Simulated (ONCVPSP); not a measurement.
**u(r) = r·R(r): atom against pseudo-atom (Zr (Z = 40))**

Columns: radius, all-electron u(r) and pseudo u(r) of the 4d shell (level -3.17 eV) of zirconium in the configuration [Ar] 3d10 4s2 4p6 4d2.5 5s1.5; PBE, non-relativistic, ONCV scheme, ONCVPSP 4.0.1.

| r (bohr) | all-electron | pseudo |
| --- | --- | --- |
| 0.135 | -0.1561 | 0.0026 |
| 0.270 | -0.2957 | 0.0200 |
| 0.405 | -0.2284 | 0.0626 |
| 0.540 | -0.0563 | 0.1338 |
| 0.675 | 0.1347 | 0.2287 |
| 0.810 | 0.3049 | 0.3369 |
| 0.945 | 0.4413 | 0.4448 |
| 1.080 | 0.5420 | 0.5399 |
| 1.215 | 0.6101 | 0.6134 |
| 1.350 | 0.6512 | 0.6616 |
| 1.485 | 0.6712 | 0.6856 |
| 1.620 | 0.6755 | 0.6898 |
| 1.755 | 0.6685 | 0.6798 |
| 1.890 | 0.6535 | 0.6609 |
| 2.025 | 0.6333 | 0.6373 |
| 2.160 | 0.6099 | 0.6115 |
| 2.295 | 0.5845 | 0.5850 |
| 2.430 | 0.5582 | 0.5583 |
| 2.565 | 0.5317 | 0.5317 |
| 2.700 | 0.5055 | 0.5055 |
| 2.835 | 0.4799 | 0.4799 |
| 2.970 | 0.4551 | 0.4551 |
| 3.105 | 0.4311 | 0.4311 |
| 3.240 | 0.4080 | 0.4080 |
| 3.375 | 0.3859 | 0.3859 |
| 3.510 | 0.3647 | 0.3647 |

Problem. How many radial nodes do the two functions have?

Solution. The all-electron 4d function has n − l − 1 = 1; the pseudo-wave has 0, since the states of the same l below it are removed with the core.

Problem. At about which radius was the pseudo-wave matched?

Solution. 2.70 bohr. The columns agree to 0.0005 from 2.29 bohr on; several derivatives are matched, so the curves merge somewhat inside the radius.

Problem. Is the pseudo-wave norm-conserving?

Solution. Yes: the ONCV scheme keeps the norm inside the radius equal to the all-electron one, which fixes the energy derivative of the logarithmic derivative at the level.
